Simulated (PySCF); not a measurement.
A series of derivatives of CC(F)=C([SiH3])CF

Parent skeleton `[CH3:1][C:2]([F:3])=[C:4]([SiH3:5])[CH2:6][F:7]`; one hydrogen on atom 5 is replaced by X. Hydrogens on one atom are averaged.

Calculated, not measured (PySCF): NMR shieldings at PBE0/pcSseg-1/GIAO, coordinates at the GFN2-xTB level. In vacuum, relativity neglected, a single conformation, one averaged value for each set of equivalent atoms.

References, each an isolated molecule treated in the same way: ¹³C (186.93 ppm), ²⁹Si (349.16 ppm), ¹H (31.72 ppm) against TMS; CFCl3 for ¹⁹F (170.95 ppm).

Parent (X = H): C1 21.1, C2 170.6, F3 -66.2, C4 110.2, Si5 -84.2, C6 82.7, F7 -245.0, H(C1) 2.10, H(Si5) 4.26 ppm. Effects are Δδ = δ(X) − δ(H), positive for deshielding.

(1) Give Δδ (ppm) for X = SCH3, F, allyl, OH, CH2SiH3, ethynyl.

(2) Which position responds most, and to which substituents?

Results:

(1) 
```csv
X,SMILES,C1,C2,F3,C4,Si5,C6,F7,H(C1),H(Si5)
SCH3,CS[SiH2]/C(CF)=C(/C)F,-0.8,+14.2,+9.6,+0.2,+51.7,+0.8,+6.6,+0.22,+0.82
F,C/C(F)=C(\CF)[SiH2]F,-2.3,+15.2,+9.0,+1.8,+74.6,-4.1,-4.3,+0.31,+1.28
allyl,C=CC[SiH2]/C(CF)=C(/C)F,-0.2,+1.9,+5.5,+0.3,+33.2,+2.6,-2.6,+0.29,-0.08
OH,C/C(F)=C(/CF)[SiH2]O,-3.3,-2.5,+9.8,+4.3,+54.1,+2.0,-4.5,-0.11,+1.07
CH2SiH3,C/C(F)=C(\CF)[SiH2]C[SiH3],-3.1,-0.3,-1.8,+9.8,+28.9,+1.9,-0.1,-0.04,+0.23
ethynyl,C#C[SiH2]/C(CF)=C(/C)F,-0.2,+13.0,+11.6,-1.9,+5.8,+0.0,+5.7,+0.18,+0.67
```

(2) Si5: from +5.8 ppm with ethynyl to +74.6 ppm with F.

Unscaled 19F shifts against computed CFCl3 carry errors that often reach 10 to 50 ppm.
